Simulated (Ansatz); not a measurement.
`F[SiH](Cl)O[SiH3]` + HI → `F[SiH](Cl)I` + `O[SiH3]`  (ligand exchange at the Si–O bond)

Isolated molecules relaxed with PBE0-D4/def2-TZVP in Ansatz; ΔE leaves out vibrations. CCSD(T)/CBS is the MP2 limit (def2-TZVPP, def2-QZVPP) plus CCSD(T) − MP2 in def2-TZVPP, frozen cores. DFT in def2-TZVPP. B3LYP here is the variant with VWN-RPA as its local correlation; programs differ in this. def2 core potentials past Kr. For I outer-core shells are correlated without core-valence functions, which leaves a few kJ/mol of doubt a bond. Each species was taken in one conformer, which may not be the lowest.

CCSD(T)/CBS gives +13.1 kcal/mol.

Another level gave +14.4 kcal/mol. Which?
A. HF/def2-TZVPP
B. CAM-B3LYP/def2-TZVPP
C. PBE-QIDH/def2-TZVPP
D. B3LYP-D4/def2-TZVPP

D. B3LYP-D4 14.4, CAM-B3LYP 16.0, PBE-QIDH 12.5, HF/def2-TZVPP 18.4 kcal/mol.

Largest T1 diagnostic among the species: 0.011.

From PBE to PBE0 (25 % exact exchange), in def2-TZVPP and without D4, ΔE moves by +1.5 kcal/mol. In def2-TZVPP, CCSD(T) changes the Hartree–Fock value by −3.1 kcal/mol (the triples alone add −0.8 kcal/mol) and MP2 by −5.3 kcal/mol. At CCSD(T), def2-SVP lies +3.0 kcal/mol from the extrapolated value and def2-TZVPP +2.2 kcal/mol.
